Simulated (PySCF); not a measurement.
## Fractional electron number in Fe (iron, neutral)

The 4s beta orbital of [Ar] 3d6 4s2 is emptied in steps (occupation f), with all orbitals relaxed, ending at [Ar] 3d6 4s1. Computed with PySCF 2.14 in aug-cc-pVDZ, with no relativity, point nucleus. The exact energy is a straight line in f; departures are measured from the line between the end points of the same method.

```
  f  BLYP (eV)
  1      0.000
0.8     -0.512
0.6     -0.775
0.4     -0.782
0.2     -0.524
  0      0.000
```

Q: For BLYP, how does the orbital energy at f = 1 compare with the removal energy?

A: −ε = 4.760 eV against a total-energy difference of 7.931 eV. By Janak's theorem ε = ∂E/∂f, so the gap between them reflects the curvature. Along the path −ε is 5.986 (f = 0.8), 7.251 (f = 0.6), 8.552 (f = 0.4), 9.888 (f = 0.2) eV.

Reference removal energy between the ground levels: 7.902 eV (measured; NIST Atomic Spectra Database, ionization energies). The calculation has no spin-orbit coupling.
